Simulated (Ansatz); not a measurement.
A nudged elastic band was laid between two geometries of Ge₂H₈OSn (12 atoms, charge 0, multiplicity 1).

These are results of Ansatz, RHF/def2-SVP, not measurements.

```json
{
 "movable images": "7",
 "climbing image": "yes",
 "spring": "5.0 eV/Å²",
 "optimiser": "quadratic models (default)",
 "start path": "IDPP",
 "force threshold": "0.03 eV/Å",
 "iteration limit": "39",
 "end points": "relaxed"
}
```

Image 0:

```xyz
12
Properties=species:S:1:pos:R:3
O -2.181 1.505 -0.544
Ge -0.928 1.710 0.697
Sn 0.296 -0.602 1.110
Ge 1.266 -1.581 -1.147
H -1.893 1.355 -1.430
H -1.684 2.198 1.934
H 0.066 2.791 0.235
H -0.816 -1.721 1.776
H 1.577 -0.394 2.230
H 2.316 -0.625 -1.732
H 0.138 -1.742 -2.178
H 1.921 -2.950 -0.916
```

Image 8:

```xyz
12
Properties=species:S:1:pos:R:3
O -2.693 0.307 -0.309
Ge -1.509 1.293 0.574
Sn 0.647 -0.152 1.103
Ge 1.707 -1.156 -1.103
H -2.479 0.066 -1.197
H -2.240 1.727 1.846
H -1.154 2.530 -0.270
H 0.233 -1.430 2.165
H 1.817 0.825 1.889
H 2.927 -2.028 -0.777
H 2.149 -0.022 -2.041
H 0.672 -2.015 -1.846
```

**Question.** What changes between the two ends?

**Answer.** No bond is made or broken. The dihedral Ge2–Sn3–Ge4–H10 goes from 62 to -178°. The two ends are copies of one structure, up to a mirror image or an exchange of like atoms.

**Question.** What energy profile does the band end with?

**Answer.** The run converged. The highest image is number 4 of 0 to 8, 0.4 kcal/mol above the ends, which have the same energy within 2 meV. A vibrational analysis at the climbing image gives one clearly imaginary mode, 53i cm⁻¹: a first-order saddle point.

```tsv
image	path coordinate (Å)	energy (kcal/mol)	dihedral Ge2–Sn3–Ge4–H10 (°)
0	0.00	0.0	62
1	0.60	0.0	77
2	1.21	0.2	92
3	1.81	0.3	107
4	2.42	0.4	122
5	3.02	0.4	137
6	3.62	0.2	152
7	4.22	0.1	167
8	4.82	0.0	-178
```

**Question.** What is the geometry of the highest image?

**Answer.** 
```xyz
12
Properties=species:S:1:pos:R:3
O -2.630 0.606 -0.334
Ge -1.378 1.417 0.628
Sn 0.607 -0.269 1.103
Ge 1.593 -1.281 -1.141
H -2.435 0.423 -1.240
H -2.091 1.854 1.908
H -0.878 2.656 -0.138
H 0.049 -1.547 2.096
H 1.863 0.538 1.947
H 3.094 -0.977 -1.252
H 0.888 -0.674 -2.366
H 1.395 -2.803 -1.178
```

The band took 6 iterations and roughly 7 core-minutes.

Time of the run: 3.7 min on 2 threads of Arm Neoverse V1 (shared host), peak memory 0.5 GiB.
